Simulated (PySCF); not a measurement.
Atoms are numbered as in `[F:1]/[CH:2]=[CH:3]/[c:4]1[n:5][o:6][cH:7][c:8]1[O:9][GeH3:10]`. Each H is labelled by its parent atom.

Geometry: PBE0-D3(BJ)/def2-SVP; GIAO absolute shieldings from PySCF, gas phase, non-relativistic, averaged over equivalent atoms.

At mPW1PW91/pcSseg-1 (224 basis functions, 49 s wall time on 1 thread of an Arm Neoverse V1, shared host):
```tsv
atoms	σ (ppm)
F1	286.2
C2	18.2
C4	29.7
C8	35.1
C7	41.5
C3	74.0
N5	-149.4
O6	-28.5
O9	279.8
Ge10	1396.8
H(C2)	23.21
H(C7)	23.46
H(C3)	24.70
H(Ge10)	26.07
```

Estimate the result of repeating the calculation with PBE0/pcSseg-1.

Answers


```csv
atoms,σ at PBE0/pcSseg-1,change
F1,285.4,-0.8
C2,19.1,+0.9
C4,31.0,+1.3
C8,36.0,+0.9
C7,42.8,+1.3
C3,74.9,+0.9
N5,-147.4,+2.0
O6,-27.3,+1.2
O9,280.8,+1.0
Ge10,1403.7,+6.9
H(C2),23.15,-0.06
H(C7),23.40,-0.06
H(C3),24.64,-0.06
H(Ge10),26.00,-0.07
```

The largest change is at Ge10 (germanium bonded to O, 3 H). Cost: 224 basis functions, 62 s wall time on 1 thread of an Arm Neoverse V1, shared host. The order of the carbon signals is the same at both levels.

Relativistic effects, spin–orbit coupling among them, are left out; they matter for Ge and for the light atoms bonded to it.
